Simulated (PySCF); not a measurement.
Compound: C7H15NSi.
SMILES with atom numbers: `[CH2:1]=[C:2]1[CH2:3][C@@H:4]([CH2:5][CH3:6])[C@H:7]1[NH:8][SiH3:9]`

NICS is the negative of the GIAO shielding at a point without a nucleus: at the ring centre (0) and 1 Å above and below it (1); zz is the component along the ring normal. Level: GIAO PBE0/pcSseg-1 (PySCF, non-relativistic, gas phase) on the GFN2-xTB geometry, one conformer.

Ring bond lengths (Å), with Mayer bond orders in brackets: C2–C3 1.505 (1.01), C3–C4 1.543 (1.03), C4–C7 1.564 (0.98), C7–C2 1.511 (0.97).

What do the NICS probes read (ppm)?

```json
{"ring": "C2–C3–C4–C7", "type": "4-membered carbocycle; formal bonds all single", "NICS(0)": "0.9", "NICS(1), two faces": "-1.4 / -1.8", "NICS(1)zz, two faces": "0.5 / 3.5", "rms pucker (Å)": "0.07", "centre to ring atoms, mean (Å)": "1.08"}
```

What can be read from them?

- C2–C3–C4–C7: mean NICS(1)zz 2.0 ppm, near zero. C3, C4, C7 have four or more neighbours; no verdict on aromaticity is drawn. The two faces differ by 3.0 ppm, so no symmetry operation interchanges them.

At the second NICS(1) probe listed for ring C2–C3–C4–C7, 1 Å off the ring, how large is the induced field along the normal in 14.1 T applied along it?

NICSzz × B0 = 3.5 ppm × 14.1 T = 49 μT, along the applied field.

What are the shieldings of the ring atoms and their hydrogens in the same run (means over atoms taken as equivalent)?

```csv
atoms,environment,σ isotropic (ppm)
C2,fully substituted alkene carbon,21.5
C3,allylic carbon,153.3
C4,four-membered-ring carbon,145.2
C7,sp3 carbon bound to nitrogen,127.1
H on C3,methylene hydrogen,29.72
H on C3,methylene hydrogen,29.02
H on C4,methine hydrogen,29.65
H on C7,methine hydrogen,27.82
```

The values belong to the conformer `[CH2:1]=[C:2]1[CH2:3][C@@H:4]([CH2:5][CH3:6])[C@H:7]1[NH:8][SiH3:9]`: C3–C4–C5–C6 -78°, C4–C7–N8–Si9 -92°.
